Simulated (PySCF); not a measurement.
Isomers of C7H6, mass 90.047 u with the commonest isotopes. Computed with PBE0-D3(BJ)/def2-SVP geometry optimisation, gas phase in PySCF 2.14.0. One conformer each, none proved a minimum here; rigid rotors.

Problem. Order these by rotational constant A, smallest first.
A. `[CH:1]#[C:2][C@@H:3]1[CH:4]=[C:5]1[CH:6]=[CH2:7]` with C4–C5–C6–C7 -177°
B. 1,3,5-norcaratriene, `c1ccc2c(c1)C2`
C. `C=CC#CC#CC`

Solution. A (4652 MHz), B (5538 MHz), C (30729 MHz).

Problem. Order these by dipole moment, smallest first.
A. 1,3,5-norcaratriene, `c1c2Cc2ccc1`
B. `[CH:1]#[C:2][C@@H:3]1[CH:4]=[C:5]1[CH:6]=[CH2:7]` with C4–C5–C6–C7 -177°
C. `C(#CC)C#CC=C`

Solution. A (0.11 D), C (0.78 D), B (1.33 D).

Problem. Order these by rotational constant B, largest first.
A. 1,3,5-norcaratriene, `c1ccc2c(c1)C2`
B. `C=CC#CC#CC`
C. `[CH:1]#[C:2][C@@H:3]1[CH:4]=[C:5]1[CH:6]=[CH2:7]` with C4–C5–C6–C7 -177°

Solution. A (3192 MHz), C (1923 MHz), B (785.0 MHz).

| SMILES | point group | Ia (u·Å²) | Ib (u·Å²) | Ic (u·Å²) | κ | μa (D) | μb (D) | μc (D) |
| --- | --- | --- | --- | --- | --- | --- | --- | --- |
| C=CC#CC#CC | – | 16.45 | 643.82 | 657.07 | -1.00 | 0.76 | 0.17 | 0.00 |
| c1ccc2c(c1)C2 | C2v | 91.26 | 158.31 | 246.18 | -0.35 | 0.11 | 0.00 | 0.00 |
| C#C[C@@H]1C=C1C=C | C1 | 108.63 | 262.75 | 345.19 | -0.71 | 1.30 | 0.23 | 0.20 |
